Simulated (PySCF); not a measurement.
C₃H₅FOSi, SMILES [Si@H]1(OCC=C1)F. The structure is a stationary point at PBE-D3(BJ)/def2-SVP. The structure was generated by enumeration; whether it is a known compound was not checked. One conformer was computed; it need not be the lowest.

These are PBE-D3(BJ)/def2-SVP (PySCF 2.14.0) values and carry that method's errors.

Harmonic wavenumbers (cm⁻¹): 131, 212, 303, 388, 499, 648, 671, 688, 754, 833, 846, 901, 910, 943, 983, 1026, 1124, 1180, 1268, 1312, 1407, 1585, 2226, 2929, 2963, 3086, 3151. Rotational constants (GHz): 5.469, 2.580, 2.055; symmetry number 1.

Problem. Work out the zero-point energy and the ideal-gas rigid-rotor harmonic-oscillator thermochemistry at 298.15 K and 1 atm.

Solution. ZPE = ½ Σ hcν = ½ × 32969 cm⁻¹ = 197.20 kJ/mol. H − E(el) = 215.22 kJ/mol. Entropy in J/(mol K): translation 166.69, rotation 112.16, vibration 43.64, total 322.49. G − E(el) = 119.07 kJ/mol. Cp = 99.61 J/(mol K). Modes under 150 cm⁻¹ make the vibrational entropy uncertain.
